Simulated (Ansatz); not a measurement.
`[CH3][Sb]([SiH3])[SH]`, relaxed with RKS PBE0-D4/def2-TZVP in Ansatz 0.2.0 from a PBE-D4/def2-SVP geometry. The force threshold is 0.005 eV/Å; the program also tests the step.

Charge 0, multiplicity 1. Sb takes the def2 core potential.

Start:

```xyz
11

C    -0.643   -1.680   -0.347
Sb   -0.138    0.117   -1.516
Si    1.456    1.022    0.331
S    -2.008    1.550   -0.714
H    -0.812   -1.425    0.716
H     0.191   -2.405   -0.430
H    -1.562   -2.125   -0.774
H     1.820    2.453    0.044
H     2.723    0.207    0.411
H     0.758    0.948    1.666
H    -1.784    1.340    0.615
```

| step | energy (eV) | largest force (eV/Å) | largest move (Å) |
| --- | --- | --- | --- |
| 1 | -26395.5024 | 0.522 | 0.000 |
| 2 | -26395.5424 | 0.516 | 0.083 |
| 3 | -26395.5553 | 0.158 | 0.100 |
| 4 | -26395.5596 | 0.156 | 0.039 |
| 5 | -26395.5606 | 0.080 | 0.012 |
| 6 | -26395.5607 | 0.014 | 0.029 |
| 7 (rejected) | -26395.5592 | 0.118 | 0.023 |
| 8 | -26395.5608 | 0.006 | 0.011 |
| 9 | -26395.5608 | 0.003 | 0.013 |
| 10 | -26395.5608 | 0.002 | 0.005 |

End:

```xyz
11

C    -0.640   -1.661   -0.349
Sb   -0.143    0.119   -1.473
Si    1.451    1.020    0.335
S    -1.997    1.496   -0.703
H    -0.819   -1.420    0.697
H     0.185   -2.371   -0.428
H    -1.537   -2.098   -0.785
H     1.826    2.424    0.028
H     2.688    0.193    0.410
H     0.762    0.971    1.655
H    -1.776    1.328    0.613
```

Run time 39 s (4 threads of an Arm Neoverse V2 on a shared host); peak host memory 0.6 GiB.
